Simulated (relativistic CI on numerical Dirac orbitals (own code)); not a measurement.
# Spin-allowed bands of a d3 ion in an octahedral site, by hand

Problem. Take Δ = 15800 cm⁻¹ and B = 430 cm⁻¹ for a d3 ion in an octahedral site. Calculate the three spin-allowed bands.

Working.
1. The terms of highest spin are 4F (energy 0) and 4P (15B = 6450 cm⁻¹). Here the F term splits into A2 at −1.2Δ = -18960, T2 at −0.2Δ = -3160 and T1 at +0.6Δ = 9480 cm⁻¹.
2. The two T1 states mix through the element 0.4Δ: H = [[9480, 6320], [6320, 6450]], with roots ½(H₁₁ + H₂₂) ∓ ½√[(H₂₂ − H₁₁)² + 4H₁₂²] = ½(15930) ∓ ½(12998) = 1466 and 14464 cm⁻¹.
3. The ground term is 4A2 at -18960 cm⁻¹.
4. Bands: 4T2 15800 cm⁻¹ (633 nm), 4T1(F) 20426 cm⁻¹ (490 nm), 4T1(P) 33424 cm⁻¹ (299 nm).

Check. Exact diagonalisation of the whole d3 shell with these parameters gives 4T2 15800, 4T1 20426, 4T1 33424 cm⁻¹. The match is exact, since without spin-orbit coupling no other term has this spin. The ratio of the second band to the first, 1.293, depends on Δ/B = 36.7 alone, which is how a Tanabe-Sugano diagram is read.
